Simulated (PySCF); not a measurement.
Job file and geometry (Å, from GFN2-xTB, dihedral held) of a spin–spin coupling run on `COBOCF`, C2H6BFO2, PySCF 2.14.0, density-fitted response routines, B3LYP/pcJ-1 indirect spin-spin coupling, non-relativistic, gas phase; density fitting, a coarse starting grid and PySCF grid level 2 are the driver's defaults:

```
{"job": {"kind": "j", "xc": "B3LYP", "basis": "pcJ-1"}, "charge": 0, "multiplicity": 1}
C      0.352601    -2.362097    -2.933846
O     -0.071852    -1.352187    -2.054119
B     -1.110807    -1.470712    -1.226543
O     -1.361548    -0.369249    -0.451417
C     -2.364044    -0.338582     0.476717
F     -2.192416    -1.308909     1.434200
H      1.385679    -2.622803    -2.693355
H      0.311260    -1.975659    -3.954930
H     -0.272739    -3.255857    -2.858864
H     -1.782642    -2.445236    -1.163607
H     -3.359120    -0.523985     0.039906
H     -2.333190     0.626183     1.000210
```

Task: What does the program print?

Result: 
```
coarse grid: 10240 points
cycle   1  E = -354.8432913493  dE =  7.339e-01  |g| = 9.574e-01  |ddm| = 2.625e+00
cycle   2  E = -354.6008851332  dE =  2.424e-01  |g| = 1.534e+00  |ddm| = 1.550e+00
cycle   3  E = -354.9902934794  dE = -3.894e-01  |g| = 1.069e-01  |ddm| = 1.069e+00
cycle   4  E = -354.9913513584  dE = -1.058e-03  |g| = 7.889e-02  |ddm| = 9.408e-02
cycle   5  E = -354.9922753115  dE = -9.240e-04  |g| = 1.055e-02  |ddm| = 4.186e-02
cycle   6  E = -354.9922908830  dE = -1.557e-05  |g| = 5.019e-03  |ddm| = 8.092e-03
cycle   7  E = -354.9922947230  dE = -3.840e-06  |g| = 1.102e-03  |ddm| = 2.984e-03
final grid: 99880 points
cycle   8  E = -355.0582445971  dE = -1.745e-04  |g| = 5.995e-03  |ddm| = 1.304e-02
cycle   9  E = -355.0582409466  dE =  3.650e-06  |g| = 7.299e-03  |ddm| = 6.192e-03
cycle  10  E = -355.0582503227  dE = -9.376e-06  |g| = 9.663e-04  |ddm| = 3.685e-03
cycle  11  E = -355.0582504099  dE = -8.713e-08  |g| = 5.821e-04  |ddm| = 9.541e-04
cycle  12  E = -355.0582504726  dE = -6.274e-08  |g| = 1.040e-04  |ddm| = 3.937e-04
cycle  13  E = -355.0582504744  dE = -1.761e-09  |g| = 2.808e-05  |ddm| = 7.452e-05
cycle  14  E = -355.0582504745  dE = -1.193e-10  |g| = 7.388e-06  |ddm| = 1.819e-05
converged SCF energy = -355.0582504745

Indirect spin-spin couplings (Hz)
  i      j    bonds     total        FC       PSO       DSO        SD
  0 C    1 O    1     15.676    17.082    -1.303    -0.102         -
  0 C    2 B    2      3.972     4.123    -0.070    -0.102     0.021
  0 C    3 O    3     -3.384    -3.510     0.079     0.048         -
  0 C    6 H    1    150.728   149.819     0.226     0.683         -
  0 C    7 H    1    150.124   149.205     0.236     0.683         -
  0 C    8 H    1    142.646   141.688     0.243     0.715         -
  0 C    9 H    3      5.862     5.899    -0.001    -0.035         -
  1 O    2 B    1    -22.865   -28.329     5.978    -0.155    -0.359
  1 O    4 C    3     -3.895    -3.880    -0.060     0.046         -
  1 O    5 F    4      0.234    -0.194     0.345     0.105    -0.022
  1 O    6 H    2     -6.657    -6.061    -0.718     0.123         -
  1 O    7 H    2     -6.662    -6.067    -0.719     0.123         -
  1 O    8 H    2     -0.961    -0.388    -0.755     0.182         -
  1 O    9 H    2     -3.744    -4.585     0.701     0.140         -
  2 B    3 O    1    -18.062   -22.828     5.045    -0.173    -0.106
  2 B    4 C    2      1.228     1.381    -0.094    -0.052    -0.007
  2 B    5 F    3      4.338     5.015    -0.493     0.017    -0.200
  2 B    6 H    3      2.964     3.050     0.488    -0.570    -0.005
  2 B    7 H    3      3.302     3.390     0.489    -0.573    -0.004
  2 B    8 H    3      5.401     5.656    -0.395     0.153    -0.013
  2 B    9 H    1    164.974   164.661    -1.560     1.435     0.437
  2 B   10 H    3      1.647     1.780    -0.115    -0.020     0.001
  2 B   11 H    3      9.071     9.057     0.758    -0.766     0.022
  3 O    4 C    1     21.898    19.679     2.366    -0.146         -
  3 O    5 F    2    -25.061    -7.284   -10.400     0.080    -7.458
  3 O    8 H    4      0.336     0.291    -0.086     0.132         -
  3 O    9 H    2     -4.317    -5.001     0.586     0.098         -
  3 O   10 H    2     -2.086    -2.228    -0.001     0.144         -
  3 O   11 H    2    -14.824   -15.027     0.123     0.079         -
  4 C    5 F    1   -272.136  -296.476     5.729     0.789    17.821
  4 C    9 H    3      3.846     3.913    -0.118     0.051         -
  4 C   10 H    1    172.823   172.311    -0.659     1.172         -
  4 C   11 H    1    180.843   180.362    -0.663     1.143         -
  5 F    6 H    6      0.182     0.246     0.456    -0.505    -0.016
  5 F    7 H    6      0.307     0.297     0.839    -0.810    -0.019
  5 F    9 H    4      2.211     2.428    -0.381     0.425    -0.262
  5 F   10 H    2     63.415    64.409     3.909    -1.108    -3.795
  5 F   11 H    2     53.860    54.830     3.975    -1.209    -3.736
  6 H    7 H    2    -12.109   -12.090     2.734    -2.753         -
  6 H    8 H    2    -11.143   -11.112     2.667    -2.697         -
  6 H    9 H    4     -0.614    -0.476     1.039    -1.176         -
  7 H    8 H    2    -11.038   -11.006     2.671    -2.703         -
  7 H    9 H    4     -0.599    -0.461     1.035    -1.173         -
  8 H    9 H    4     -0.293    -0.369    -1.519     1.596         -
  9 H   10 H    4     -0.261    -0.224    -0.756     0.719         -
  9 H   11 H    4     -0.514    -0.367     1.805    -1.952         -
 10 H   11 H    2     -2.042    -2.118     2.322    -2.246         -
```

The geometry is no minimum: GFN2-xTB, dihedral held.

Size and cost of the density-fitted run: 222 basis functions, 45 s wall time on 1 thread of an Arm Neoverse N1, shared host.
